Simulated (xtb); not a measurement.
NTi, doublet, geometry from GFN2-xTB (such geometries of metal compounds can be far from the true shape), atoms displaced at random by about 0.05 Å a coordinate. Base run: GFN1-xTB run with xtb.

xtb was given this input:
```
$ xtb mol.xyz --gfn 1 --uhf 1 --opt --json

# file mol.xyz
2

Ti     0.01986373    -0.02416425    -0.34625516
N     -0.05575106    -0.00609420     1.25210439
```

Variants of this job, named by their change:

```csv
change,ΔE vs base (mEh),optimiser steps
base,0.000,5
opt level = extreme,0.000,6
opt level = crude,0.017,3
opt level = loose,0.000,4
alpb = dmso,-14.056,5
opt level = lax,0.000,4
alpb = chcl3,-18.167,5
engine = inertial,0.000,-
engine = lbfgs,0.000,-
opt level = sloppy,0.000,4
```
